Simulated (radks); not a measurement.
Spherical jellium clusters: N electrons in a uniform positive sphere of charge N and radius rs N^(1/3), rs = 2.75 bohr. Method: non-relativistic Kohn-Sham, exchange-only LDA, spin-polarised, spherical densities; computed with a radial shooting solver with Libxc functionals. Levels are named by radial order and angular momentum (1s, 1p, 1d, 2s, ...), and open shells are averaged over m.

N = 25, configuration 1s2 1p6 1d10 2s2 1f(up 5, down 0). This is the lowest configuration that the search found. Occupied and some empty levels:

| level | occupation | eigenvalue (eV) | <r> (bohr) |
|---|---|---|---|
| 1s up | 1 | -7.6551 | 4.955 |
| 1s down | 1 | -7.3566 | 4.569 |
| 1p up | 3 | -6.2204 | 5.922 |
| 1p down | 3 | -5.6733 | 5.674 |
| 1d up | 5 | -4.4449 | 6.656 |
| 1d down | 5 | -3.7424 | 6.519 |
| 2s up | 1 | -3.6797 | 5.752 |
| 2s down | 1 | -3.2658 | 5.845 |
| 1f up | 5 | -2.4301 | 7.383 |
| 1f down | 0 | -1.6490 | 7.378 |
| 2p up | 0 | -1.6465 | 7.599 |
| 2p down | 0 | -1.2013 | 7.740 |
| 1g up | 0 | -0.31740 | 8.451 |
| 2d up | 0 | -0.17575 | 11.63 |

Energy (eV): total -10.9224, kinetic 84.996, external -2467.6, Hartree 1202.5, exchange-correlation -99.889, background 1269.0.

Electron density:

| r (bohr) | n(r) (e/bohr^3) |
|---|---|
| 0.266 | 0.01473 |
| 0.935 | 0.01394 |
| 1.60 | 0.01261 |
| 2.27 | 0.01133 |
| 2.94 | 0.01062 |
| 3.61 | 0.01072 |
| 4.28 | 0.01141 |
| 4.95 | 0.01209 |
| 5.62 | 0.01205 |
| 6.29 | 0.01082 |
| 6.96 | 0.008514 |
| 7.62 | 0.005778 |
| 8.29 | 0.003416 |
| 8.96 | 0.001839 |
| 9.63 | 0.0009361 |
| 10.3 | 0.0004622 |
| 11.0 | 0.0002230 |
| 11.6 | 0.0001064 |
| 12.3 | 0.00005046 |
| 13.0 | 0.00002392 |
